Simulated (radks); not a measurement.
Results of a calculation; reference values are marked as such.
Valence configurations of the technetium ion Tc2+ (all share [Kr]). Code: a radial shooting solver on a logarithmic mesh with Libxc functionals. Model: scalar-relativistic Kohn-Sham, r2SCAN, spin-polarised, spherical densities, finite nucleus; open shells are filled with parallel spins first (spin-orbit coupling, left out, can overturn this in heavy ions); meta-GGA in the generalised Kohn-Sham scheme; Fermi nuclear charge, rms radius 4.4112 fm. Energies are relative to 4d5; eigenvalues in eV for spin up.

| valence | E (eV) | moment (Bohr magnetons) | e(4d) | e(5p) | e(5s) |
|---|---|---|---|---|---|
| 4d5 | 0.000 | 5 | -24.143 | - | - |
| 4d4.5 5s0.5 | 2.871 | 5 | -25.784 | - | -19.821 |
| 4d4.5 5p0.5 | 5.832 | 5 | -26.288 | -14.192 | - |
| 4d4 5s1 | 5.950 | 5 | -27.397 | - | -21.036 |
| 4d4 5p1 | 12.109 | 5 | -28.381 | -15.369 | - |
| 4d3.5 5s1 5p0.5 | 12.527 | 5 | -29.479 | -15.866 | -22.316 |
| 4d3.5 5s0.5 5p1 | 15.719 | 5 | -29.960 | -16.183 | -22.507 |
| 4d3 5s2 | 15.782 | 3 | -30.486 | - | -22.048 |
| 4d2.5 5s1.5 5p1 | 25.768 | 4 | -33.084 | -17.369 | -24.100 |
| 4d3 5p2 | 26.101 | 5 | -32.449 | -17.441 | - |

NIST lists [Kr] 4d5 as the ground configuration; this level of theory agrees among the configurations tried. The energies are those of spherical high-spin densities, not of single terms.
